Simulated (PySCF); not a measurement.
# Working out the ionisation energy of Te⁺

Te⁺ [Kr] 4d10 5s2 5p3 (4S) → Te²⁺ [Kr] 4d10 5s2 5p2 (3P). Computed with PySCF 2.14 in aug-cc-pVDZ-PP with ECP28MDF (5s4p3d, 32 functions), with scalar relativity through the core potential. Frozen: 4s2 4p6 4d10. Energies in hartree (1 hartree = 27.21139 eV):

```
            part  Te⁺ (lower)  Te²⁺ (upper)
             UHF  -266.715443   -266.040972
CCSD correlation    -0.060830     -0.050854
             (T)    -0.000695     -0.000500
```

Q: What does Hartree-Fock give?

A: (-266.040972) − (-266.715443) = 0.674471 hartree = 18.353 eV.

Q: What do CCSD and CCSD(T) give?

A: The CCSD correlation energies differ by 0.009976 hartree = 0.271 eV and the triples by 0.000195 hartree = 0.005 eV, so CCSD gives 18.624 eV and CCSD(T) 18.629 eV.

Reference: 18.6 ± 0.4 eV (measured; NIST Atomic Spectra Database, ionization energies), between the lowest levels; spin-orbit coupling is absent from the calculation.

A double-zeta basis recovers only part of the correlation energy.

What remains against the reference includes basis incompleteness, the frozen core and higher excitations.
